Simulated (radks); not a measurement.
Results of a calculation; reference values are marked as such.
Spherical quantum dot in the effective-mass picture: electrons in a hard-walled sphere of radius 1.82, all in effective atomic units (hartree* = m*/eps^2 hartree, bohr* = eps/m* bohr), one dielectric constant everywhere. Level of theory: non-relativistic Kohn-Sham, PBEsol, spin-polarised, spherical densities (a radial shooting solver with Libxc functionals). Levels are named by radial order and angular momentum (1s, 1p, 1d, 2s, ...), and open shells are averaged over m. Results are scaled to m* = 0.409 and eps = 12.9, for which hartree* = 66.88 meV and bohr* = 1.669 nm. At N = 21 the configuration is 1s2 1p6 1d10 1f(up 3, down 0). Does electron 22 go into 2s down or 2s up or 1f up?

Answer. Into 1f up. The total energies of the other choices lie higher by 4.64 meV (2s up), 6.88 meV (2s down).
